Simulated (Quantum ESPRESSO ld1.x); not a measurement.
Neutral terbium, 65 electrons, occupied as [Xe] 4f9 6s2.

Calculated with ld1.x of Quantum ESPRESSO 7.5: Dirac Kohn-Sham, revPBE, spin-unpolarised, spherical densities, point nucleus; open shells fill j = l - 1/2 first.

Energy parts (eV):
total: -318897
kinetic: 348827
electron-nucleus: -785109
Hartree: 124395
exchange-correlation: -7008

Orbitals (lengths in bohr, moments of r in powers of bohr; <r^-3> diverges for s and p1/2):
orbital,occ.,eigenvalue (eV),<r^-3>,<r>,<1/r>
1s1/2,2,-51807.046,-,0.02150,73.13
2s1/2,2,-8583.083,-,0.09095,17.48
2p1/2,2,-8155.242,-,0.07589,17.45
2p3/2,4,-7408.663,10440,0.08284,15.35
3s1/2,2,-1903.394,-,0.2389,6.379
3p1/2,2,-1717.625,-,0.2286,6.293
3p3/2,4,-1563.492,2230,0.2418,5.760
3d3/2,4,-1244.032,376.0,0.2141,5.640
3d5/2,6,-1210.408,332.9,0.2182,5.508
4s1/2,2,-376.865,-,0.5414,2.664
4p1/2,2,-304.115,-,0.5528,2.556
4p3/2,4,-269.835,496.8,0.5829,2.374
4d3/2,4,-150.180,71.10,0.6178,2.153
4d5/2,6,-143.990,62.00,0.6285,2.108
4f5/2,6,-3.303,8.394,0.9014,1.515
4f7/2,3,-2.522,8.024,0.9246,1.490
5s1/2,2,-47.354,-,1.328,1.003
5p1/2,2,-27.876,-,1.501,0.8774
5p3/2,4,-23.516,61.91,1.606,0.8121
5d3/2,0,-1.363,2.253,3.400,0.4092
5d5/2,0,-1.179,1.809,3.592,0.3886
6s1/2,2,-3.654,-,4.191,0.2988
6p1/2,0,-1.310,-,5.787,0.2156
6p3/2,0,-1.113,2.821,6.199,0.2010

The highest occupied level is 4f7/2 at -2.522 eV. For comparison, the ionisation energy in NIST's Atomic Spectra Database is 5.864 eV (measured). In exact Kohn-Sham theory the highest level is minus the ionisation energy, but local and semilocal functionals leave it too shallow, through self-interaction and a potential that decays too fast; potentials with the right tail come closer. The density falls to 0.001 e/bohr^3 at r = 5.20 bohr. Summed over all electrons, <r^2> = 79.99 bohr^2, which gives a Langevin (diamagnetic) susceptibility term of -63.4 x 10^-6 cm^3/mol.

Beside tabulated values, note that spin-unpolarised runs miss the spin-polarisation part of the exchange energy of open shells.
